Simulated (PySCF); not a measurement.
Compound: C₇H₄FNO.
Structure used (PBE0-D3(BJ)/def2-SVP), in Å, numbered top down from 1:
```
atom  x, y, z in Å
O1     4.2033    0.1260   -0.5854
C2     3.0965    0.3978   -0.3429
N3     1.9980    0.8118   -0.0618
C4     0.6857    0.3952    0.0122
C5    -0.3282    1.2830    0.3847
C6    -1.6504    0.8537    0.4557
C7    -1.9768   -0.4684    0.1562
C8    -0.9780   -1.3669   -0.2171
C9     0.3343   -0.9299   -0.2846
F10    1.3034   -1.7718   -0.6404
H11   -0.0520    2.3132    0.6152
H12   -2.4314    1.5587    0.7471
H13   -3.0134   -0.8064    0.2121
H14   -1.1968   -2.4087   -0.4584
```

All values: PBE0/def2-SVPD (PySCF, non-relativistic), on one gas-phase PBE0-D3(BJ)/def2-SVP geometry that isn't relaxed in the solvent. The solvent is an IEF-PCM continuum (Bondi radii, 1.10 Å for H, scaled by 1.2), and excitations are vertical TDDFT with non-equilibrium linear response and a frozen core. Specific hydrogen bonds and non-electrostatic terms are outside this model.

```csv
run,E − E(gas) (kcal/mol),HOMO (eV),HOMO–LUMO gap (eV),dipole (D),lowest singlet (eV),static polarisability (au)
gas,0.00,-7.12,6.07,3.27,5.11,92.8
P,-3.86,-7.03,6.12,4.27,5.14,128.8
Q,-2.72,-7.04,6.11,3.99,5.13,116.8
```

Task: The runs were made in chloroform and water. Which run belongs to which solvent?

Result: P = water, Q = chloroform. The dielectric constants are 4.711 (chloroform), 78.36 (water), and the energy falls further as ε rises. The optical constants n² used for the excitations are 2.09, 1.78 in the same order. In this model the ground state sees the solvent through ε alone.

Task: How constant is the ratio of the lowering to (ε − 1)/(2ε + 1)?

Result: 
```tsv
solvent	(ε − 1)/(2ε + 1)	E − E(gas) (kcal/mol)	ratio (kcal/mol)	polarisation term (kcal/mol)
chloroform	0.356	-2.72	-7.6	-3.02
water	0.490	-3.86	-7.9	-4.45
```

The ratio changes by +3.1 % in size from chloroform to water. The polarisation term is half the interaction of the solute with the induced surface charges.
